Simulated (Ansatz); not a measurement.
Start from `C[SiH](F)Br` and change one atom or group to get `BC[SiH](C)F`.

Ansatz, PBE0-D4/def2-TZVP geometries, multiplicity 1. Each molecule was computed in one conformer, which needn't be the lowest.

Scalar relativity is left out up to krypton. Spin–orbit coupling is left out; it splits and shifts lone-pair levels of the heavy atoms by tenths of an eV.

```tsv
property	`C[SiH](F)Br`
size of the dipole moment (ωB97M-V/def2-TZVPP) / D	2.11
LUMO energy (PBE0/def2-TZVPP) / eV	0.50
HOMO–LUMO gap (PBE0/def2-TZVPP) / eV	9.00
LUMO energy (ωB97M-V/def2-TZVPP) / eV	2.30
HOMO–LUMO gap (ωB97M-V/def2-TZVPP) / eV	13.01
HOMO energy (PBE/def2-TZVPP) / eV	-7.20
```

Q: What does the change do to each property? (Estimate.)

A: The calculation gave: 
| property | `BC[SiH](C)F` | shift |
| --- | --- | --- |
| size of the dipole moment (ωB97M-V/def2-TZVPP) / D | 0.89 | -1.22 |
| LUMO energy (PBE0/def2-TZVPP) / eV | -1.48 | -1.98 |
| HOMO–LUMO gap (PBE0/def2-TZVPP) / eV | 7.47 | -1.53 |
| LUMO energy (ωB97M-V/def2-TZVPP) / eV | 0.43 | -1.87 |
| HOMO–LUMO gap (ωB97M-V/def2-TZVPP) / eV | 11.61 | -1.40 |
| HOMO energy (PBE/def2-TZVPP) / eV | -7.63 | -0.43 |

With PBE0 the HOMO falls by 0.44 eV and the LUMO falls by 1.98 eV, so the gap narrows by about 1.54 eV. PBE moves the HOMO by -0.43 eV and ωB97M-V by -0.46 eV. Dipoles are sizes alone; their direction can turn.
